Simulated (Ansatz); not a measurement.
Steps of a relaxation of B$_{2}$H$_{6}$SSi, SMILES `BB([SiH3])S` with RKS PBE-D4/def2-SVP.

```sh
$ ansatz run in.yaml --threads 2 --pin off --events-out ev --progress --plain --max-ram 4352MiB
```

```yaml
crystal:
  periodic: [false, false, false]
  atoms:
    - {symbol: B, position_ang: [-1.331800, 0.882700, -0.585900]}
    - {symbol: B, position_ang: [0.016700, 0.046700, -0.491700]}
    - {symbol: Si, position_ang: [0.360600, -0.993100, 1.086600]}
    - {symbol: S, position_ang: [1.328800, 0.079600, -1.914100]}
    - {symbol: H, position_ang: [-1.603000, 1.558500, -1.583400]}
    - {symbol: H, position_ang: [-2.155600, 0.934300, 0.292100]}
    - {symbol: H, position_ang: [1.716300, -1.670200, 0.953900]}
    - {symbol: H, position_ang: [-0.628900, -1.978700, 1.279100]}
    - {symbol: H, position_ang: [0.440900, -0.085900, 2.310700]}
    - {symbol: H, position_ang: [1.939100, 1.174900, -1.344300]}
basis:
  gaussian: {orbitals: def2-SVP}
hamiltonian: {xc: pbe, dispersion: d4}
relax: {f_tol: 0.03, max_steps: 200}
```

Positions (Å) and forces (eV/Å) along the path, 13 of 16 steps:

```xyz
10
step=1 energy=-20142.3109 eV
B    -1.332    0.883   -0.586   -2.769    2.274   -1.049
B     0.017    0.047   -0.492    2.925   -0.822   -1.227
Si    0.361   -0.993    1.087    2.557    0.219    0.620
S     1.329    0.080   -1.914   -0.312    0.162    0.693
H    -1.603    1.558   -1.583   -0.063   -0.211    0.225
H    -2.156    0.934    0.292   -0.195    0.015    0.328
H     1.716   -1.670    0.954   -0.204   -0.056    0.262
H    -0.629   -1.979    1.279   -1.546   -1.391    0.448
H     0.441   -0.086    2.311   -0.193   -0.040   -0.145
H     1.939    1.175   -1.344   -0.202   -0.151   -0.156
10
step=2 energy=-20142.8489 eV
B    -1.371    0.975   -0.634   -0.703    0.794   -0.043
B     0.050    0.071   -0.483    1.028   -0.146   -0.769
Si    0.457   -1.076    1.083    0.418   -0.185    0.264
S     1.343    0.087   -1.886    0.173    0.004    0.690
H    -1.685    1.572   -1.659    0.077   -0.218    0.083
H    -2.188    1.041    0.265   -0.039    0.017    0.115
H     1.787   -1.806    1.074   -0.190    0.084   -0.012
H    -0.633   -2.036    1.350   -0.430   -0.461    0.192
H     0.444   -0.129    2.276    0.027    0.007   -0.111
H     1.880    1.249   -1.382   -0.362    0.105   -0.409
10
step=3 energy=-20143.0960 eV
B    -1.357    1.029   -0.634    0.051    0.069    0.166
B     0.089    0.072   -0.478    0.443    0.058   -0.661
Si    0.471   -1.129    1.091   -0.430   -0.272    0.138
S     1.416    0.056   -1.828    0.254    0.751    1.156
H    -1.694    1.562   -1.685    0.122   -0.125    0.071
H    -2.181    1.083    0.267    0.089    0.065    0.031
H     1.792   -1.864    1.115   -0.134    0.053   -0.055
H    -0.664   -2.082    1.391    0.065   -0.093    0.052
H     0.437   -0.149    2.258    0.104   -0.015   -0.116
H     1.773    1.371   -1.493   -0.564   -0.491   -0.783
10
step=5 energy=-20143.6489 eV
B    -1.299    1.019   -0.619    0.342   -0.316    0.356
B     0.151    0.042   -0.478   -0.532    0.588   -0.383
Si    0.408   -1.206    1.092   -0.394   -0.261    0.046
S     1.531    0.149   -1.640    0.659    1.095    0.631
H    -1.688    1.458   -1.697    0.090   -0.139    0.072
H    -2.058    1.180    0.331    0.175    0.134   -0.082
H     1.736   -1.916    1.149   -0.065   -0.076   -0.031
H    -0.726   -2.158    1.451    0.205    0.084   -0.141
H     0.388   -0.179    2.213    0.093    0.008   -0.084
H     1.641    1.560   -1.801   -0.573   -1.115   -0.383
10
step=7 energy=-20144.0768 eV
B    -1.269    0.982   -0.618    0.187    0.028    0.131
B     0.168    0.066   -0.479   -1.119   -0.121    0.557
Si    0.375   -1.231    1.071   -0.073    0.052    0.114
S     1.672    0.295   -1.317    0.613    1.535   -0.953
H    -1.704    1.331   -1.711   -0.051   -0.207    0.090
H    -1.927    1.332    0.367    0.270    0.001   -0.243
H     1.688   -1.974    1.135   -0.055   -0.029   -0.072
H    -0.747   -2.186    1.396    0.012    0.037   -0.123
H     0.391   -0.198    2.183    0.024   -0.099    0.037
H     1.436    1.531   -2.022    0.192   -1.198    0.462
10
step=8 energy=-20144.2115 eV
B    -1.261    0.967   -0.635    0.118    0.004    0.054
B     0.168    0.068   -0.461   -0.885    0.110    0.337
Si    0.372   -1.233    1.075   -0.027    0.002    0.164
S     1.695    0.379   -1.262    0.384    1.155   -0.739
H    -1.782    1.148   -1.737    0.007   -0.184    0.234
H    -1.840    1.479    0.333    0.272   -0.060   -0.304
H     1.659   -2.022    1.092   -0.055   -0.025   -0.071
H    -0.781   -2.158    1.373    0.008    0.013   -0.090
H     0.443   -0.243    2.224   -0.005   -0.099    0.001
H     1.410    1.564   -1.999    0.182   -0.917    0.412
10
step=9 energy=-20144.3357 eV
B    -1.241    0.953   -0.641   -0.325    0.147   -0.133
B     0.168    0.094   -0.429    0.075    0.178   -0.076
Si    0.360   -1.228    1.090    0.032   -0.027    0.091
S     1.725    0.476   -1.226   -0.124    0.287   -0.083
H    -1.855    0.972   -1.725    0.153   -0.102    0.490
H    -1.736    1.603    0.294    0.221   -0.115   -0.390
H     1.626   -2.051    1.044   -0.050    0.020   -0.021
H    -0.805   -2.152    1.335   -0.003    0.037   -0.063
H     0.449   -0.286    2.275    0.003   -0.116    0.011
H     1.393    1.568   -2.014    0.020   -0.308    0.174
10
step=11 energy=-20144.4447 eV
B    -1.213    0.946   -0.637   -0.061   -0.034   -0.053
B     0.232    0.191   -0.373   -0.161    0.213   -0.060
Si    0.346   -1.188    1.106    0.116   -0.158    0.148
S     1.765    0.596   -1.189    0.034   -0.013   -0.073
H    -1.964    0.632   -1.553    0.043    0.010    0.136
H    -1.596    1.837    0.112    0.019   -0.035   -0.087
H     1.567   -2.060    0.967    0.052    0.005    0.015
H    -0.838   -2.112    1.215   -0.082    0.051   -0.107
H     0.428   -0.462    2.428    0.025    0.029   -0.038
H     1.357    1.569   -2.072    0.015   -0.069    0.119
10
step=12 energy=-20144.4551 eV
B    -1.208    0.952   -0.630   -0.363   -0.144    0.035
B     0.247    0.229   -0.346   -0.018    0.088   -0.167
Si    0.358   -1.186    1.107   -0.086   -0.022    0.038
S     1.779    0.586   -1.187    0.018    0.009   -0.031
H    -2.032    0.490   -1.437    0.320    0.210    0.256
H    -1.569    1.919    0.038    0.032   -0.116   -0.172
H     1.578   -2.061    0.965   -0.008    0.007    0.004
H    -0.871   -2.067    1.102    0.089    0.042    0.029
H     0.425   -0.485    2.444   -0.018   -0.046   -0.024
H     1.377    1.571   -2.053    0.033   -0.029    0.032
10
step=13 energy=-20144.4603 eV
B    -1.210    0.953   -0.623   -0.284   -0.146    0.041
B     0.248    0.232   -0.350   -0.029    0.096   -0.155
Si    0.357   -1.182    1.103   -0.081   -0.017    0.028
S     1.784    0.574   -1.191    0.018   -0.001   -0.019
H    -2.039    0.494   -1.416    0.253    0.131    0.158
H    -1.578    1.917    0.038    0.041   -0.041   -0.093
H     1.585   -2.047    0.967   -0.003   -0.002    0.006
H    -0.866   -2.071    1.090    0.077    0.030    0.029
H     0.410   -0.484    2.441   -0.015   -0.038   -0.011
H     1.392    1.562   -2.057    0.023   -0.014    0.017
10
step=14 energy=-20144.4372 eV rejected
B    -1.242    0.906   -0.551    0.430    0.373   -0.483
B     0.260    0.244   -0.416   -0.101   -0.038    0.242
Si    0.330   -1.152    1.082    0.145   -0.060   -0.086
S     1.816    0.538   -1.243   -0.180    0.008    0.115
H    -2.037    0.481   -1.370   -0.145   -0.149    0.116
H    -1.580    1.888    0.087   -0.085   -0.120    0.161
H     1.571   -2.000    0.975    0.022   -0.032    0.016
H    -0.860   -2.072    1.078   -0.068   -0.014   -0.027
H     0.352   -0.464    2.422   -0.008    0.061   -0.006
H     1.472    1.580   -2.062   -0.010   -0.029   -0.049
10
step=15 energy=-20144.4680 eV
B    -1.215    0.943   -0.595   -0.094    0.058   -0.001
B     0.254    0.248   -0.375    0.082   -0.055    0.020
Si    0.347   -1.169    1.091   -0.019    0.016   -0.011
S     1.795    0.560   -1.213    0.011    0.003   -0.009
H    -2.037    0.483   -1.371    0.005   -0.018   -0.007
H    -1.580    1.904    0.062    0.000    0.003    0.012
H     1.585   -2.024    0.982    0.004    0.005   -0.007
H    -0.858   -2.073    1.065    0.007   -0.002   -0.001
H     0.365   -0.481    2.434   -0.001    0.003   -0.004
H     1.427    1.558   -2.077    0.006   -0.014    0.008
10
step=16 energy=-20144.4687 eV
B    -1.217    0.947   -0.590   -0.016    0.023    0.016
B     0.256    0.251   -0.378    0.026   -0.012   -0.003
Si    0.344   -1.165    1.089    0.004    0.007   -0.010
S     1.800    0.550   -1.215   -0.004   -0.002    0.003
H    -2.039    0.481   -1.361   -0.014   -0.021   -0.023
H    -1.585    1.902    0.073    0.001    0.012    0.013
H     1.588   -2.010    0.978    0.003   -0.001    0.004
H    -0.854   -2.078    1.057   -0.001    0.000   -0.002
H     0.353   -0.477    2.431   -0.002   -0.001    0.001
H     1.439    1.549   -2.080    0.004   -0.006    0.001
```

Hardware: 2 threads of an Arm Neoverse V1 on a shared host. Wall time 29 s, peak host memory 0.13 GiB.
